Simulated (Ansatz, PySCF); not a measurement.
C2F3, SMILES F[C]=C(F)F (connectivity only; charge and spin as stated), charge +1, multiplicity 1. Atoms are numbered in the order given.

```xyz
5

F     -1.9455    -0.2017     0.0000
C     -0.8813     0.4114     0.0000
C      0.4628    -0.0552     0.0000
F      1.1170    -0.0502    -1.0801
F      1.1170    -0.0502     1.0801
```
Charge +1, spin multiplicity 1.

Geometry: B3LYP-D3(BJ)/def2-SVP. The spin state was assumed, not searched. The isomer is the one that the SMILES or the coordinates give; other isomers of the formula were not compared.

Two levels are set side by side: PBE-D3(BJ)/def2-SVP (Ansatz, a quantum-chemistry and plane-wave program) and B3LYP-D3(BJ)/def2-SVP (Ansatz). Each level has its own optimised geometry; the coordinates shown are those of the second. Frequencies come from the Hessian of PySCF at each geometry. Differences are taken from unrounded values.

```tsv
quantity	B3LYP-D3(BJ)
mean bond length (Å)	1.294
bond F1–C2 (Å)	1.228
bond C2–C3 (Å)	1.423
bond C3–F4 (Å)	1.263
bond C3–F5 (Å)	1.263
highest harmonic wavenumber (cm⁻¹)	1739
mean harmonic wavenumber (cm⁻¹)	839
zero-point energy (kcal/mol)	10.79
```

What does PBE-D3(BJ) give, and how far is it from B3LYP-D3(BJ)? (The exact figures need the calculation; the answer reports its results.)


```csv
quantity,PBE-D3(BJ),PBE-D3(BJ) minus B3LYP-D3(BJ)
mean bond length (Å),1.303,0.009
bond F1–C2 (Å),1.236,0.008
bond C2–C3 (Å),1.424,0.001
bond C3–F4 (Å),1.276,0.013
bond C3–F5 (Å),1.276,0.013
highest harmonic wavenumber (cm⁻¹),1699,-41
mean harmonic wavenumber (cm⁻¹),812,-27
zero-point energy (kcal/mol),10.45,-0.34
```

GGA bonds tend to be longer and softer than those of functionals with exact exchange. Differences between two approximate levels are no errors against the true value.
